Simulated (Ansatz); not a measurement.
`[F][Al]([SiH3])[SH]` + HCl → `[F][Al]([SH])[Cl]` + SiH₄ at 700 K and 1 bar (cleavage of the Al–Si bond).

Gas-phase electronic energies from Ansatz, PBE0-D4/def2-TZVP geometries. CBS: MP2 limit from def2 TZ/QZ plus the TZ coupled-cluster correction, frozen cores. This one scheme is used for every species. Each species was taken in one conformer, which may not be the lowest.

```csv
species,CCSD(T)/CBS energy (Eh),H − E (kJ/mol),S (J/(mol·K))
`[F][Al]([SiH3])[SH]`,-1031.18548,170.6,474.4
HCl,-460.38127,38.4,211.8
`[F][Al]([SH])[Cl]`,-1200.16071,90.0,402.4
SiH₄,-291.46306,115.5,252.9
```

H − E and S are ideal-gas, rigid-rotor, harmonic terms from PBE0-D4/def2-TZVP, for one conformer and one mirror image of each species. 1 Eh = 2625.50 kJ/mol, R = 8.31446 J/(mol·K).

**Question.** By hand: ΔE, ΔH, ΔS and ΔG.

**Answer.** ΔE = (-1200.16071) + (-291.46306) − (-1031.18548) − (-460.38127) = -0.05702 Eh = -149.7 kJ/mol. Δ(H − E) = 90.0 + 115.5 − 170.6 − 38.4 = -3.5, so ΔH = -153.2 kJ/mol. ΔS = 402.4 + 252.9 − 474.4 − 211.8 = -30.9 J/(mol·K). ΔG = -153.2 − 700 × (-30.9)/1000 = -131.6 kJ/mol.

**Question.** By hand: the equilibrium constant, and the temperature at which ΔG would vanish if ΔH and ΔS stayed fixed.

**Answer.** log₁₀ K = −ΔG/(RT ln 10) = 9.8. ΔG = 0 at ΔH/ΔS = 4958 K, far beyond where these terms or the molecules hold.

ΔH outweighs TΔS. A doubt of 5 kJ/mol in ΔE shifts log₁₀ K by 0.4 here. Other conformers and mirror images would add mixing entropy, several J/(mol·K) or more a flexible species. Modes under 60 cm⁻¹, often nearly free rotors, make the harmonic entropy too high. These are equilibria of isolated gas molecules and say nothing of rates. Largest T1 diagnostic: 0.013 (customary marks: 0.02 for closed shells, 0.045 for open ones).
